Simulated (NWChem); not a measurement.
System: CH4BF2N; SMILES B(F)(NC)F

```xyz
9

B      0.0034    -0.5696     0.0000
F      0.7096    -1.7059     0.0000
F     -1.3315    -0.6640     0.0000
N      0.6459     0.6722     0.0001
C     -0.0052     1.9730     0.0000
H      1.6569     0.6881    -0.0002
H      0.2582     2.5583    -0.8905
H      0.2629     2.5605     0.8875
H     -1.0872     1.8266     0.0030
```
Atoms are numbered in this order, from 1.

Program: NWChem. Structure relaxed at the B3LYP/6-31G* (spherical d) level.

Q: Estimate the computed values for PBE0/pcseg-2. Quantities: highest occupied level (eV); orbital gap (eV); dipole (D).

A: 
```yaml
highest occupied level (eV): -7.88
orbital gap (eV): 8.29
dipole (D): 2.84
```
